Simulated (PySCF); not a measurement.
Ranking problems on computed properties.

All species are isolated and taken at one optimised geometry, non-relativistic unless stated. Electronic properties by PySCF.

The conformers computed, where there is a choice (atom-mapped SMILES and torsion angles):
- `[O:1]=[C:2]([NH:3][CH2:4][SiH3:5])[C@@H:6]1[CH2:7][CH2:8][SiH2:9]1`: O1–C2–N3–C4 1°, C2–N3–C4–Si5 1°, O1–C2–C6–C7 43°
- `[CH3:1][S:2][c:3]1[cH:4][c:5]([C:6]([F:7])([F:8])[F:9])[n:10][n:11][n:12]1`: C1–S2–C3–C4 180°, C4–C5–C6–F7 -14°
- `[CH3:1][C:2]([CH3:3])([CH:4]=[O:5])[SiH2:6][SiH2:7][Cl:8]`: C1–C2–C4–O5 -175°, C1–C2–Si6–Si7 -174°, C2–Si6–Si7–Cl8 100°

The conformers of `O=CO[C@H]1OCCC1=O`, `O=C[C@@H]1C[SiH2][C@H](N[SiH3])C1`, `C=CC(=C)[Si@H](O)[SiH2]NC` and `C[Si@@]1(COC=O)CO[SiH2]O1` aren't listed.

(1) Rank by HOMO–LUMO gap, lowest first (PBE0/pcSseg-1 at GFN2-xTB geometries).
A. `O=C(NC[SiH3])[C@@H]1CC[SiH2]1`
B. `CSc1cc(C(F)(F)F)nnn1`
C. `O=CO[C@H]1OCCC1=O`
D. `C[Si@@]1(COC=O)CO[SiH2]O1`
E. `C=CC(=C)[Si@H](O)[SiH2]NC`
F. `O=C[C@@H]1C[SiH2][C@H](N[SiH3])C1`

(2) Give the two extremes of that set in kcal/mol.

(3) Rank by HOMO energy, lowest first (PBE0/pcSseg-1 at GFN2-xTB geometries).
A. `O=C(NC[SiH3])[C@@H]1CC[SiH2]1`
B. `CC(C)(C=O)[SiH2][SiH2]Cl`
C. `C=CC(=C)[Si@H](O)[SiH2]NC`
D. `O=CO[C@H]1OCCC1=O`

(4) By how much do the two ends of that ranking differ?

Results:

(1) B (5.17 eV), F (5.31 eV), E (5.60 eV), C (6.37 eV), A (7.05 eV), D (7.23 eV).

(2) `CSc1cc(C(F)(F)F)nnn1`: 119 kcal/mol; `C[Si@@]1(COC=O)CO[SiH2]O1`: 167 kcal/mol.

(3) D (-7.73 eV), B (-7.48 eV), A (-7.21 eV), C (-6.60 eV).

(4) By 1.13 eV, between `C=CC(=C)[Si@H](O)[SiH2]NC` and `O=CO[C@H]1OCCC1=O`.
